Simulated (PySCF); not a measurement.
Computed shifts of a molecule C5H10, PBE0/pcSseg-1 in PySCF, GIAO, gas phase, equivalent atoms averaged, in ppm (number of nuclei): ¹³C: 29.1 (2), 17.7 (2), 13.0 (1). ¹H: 1.33 (6), 0.52 (4). References: ¹³C against TMS (σ = 186.3 ppm); ¹H against TMS (σ = 31.56 ppm), references at their B3LYP-D3(BJ)/def2-TZVP geometries, non-relativistic. Coordinates come from a PBE0-D3(BJ)/def2-SVP optimisation. One conformer was computed; it need not be the lowest.

**Question.** Identify the compound among the candidates.
A. C[C@H]1C[C@@H]1C
B. CC1CCC1
C. C=CC(C)C
D. CC1(C)CC1

**Answer.** D, CC1(C)CC1
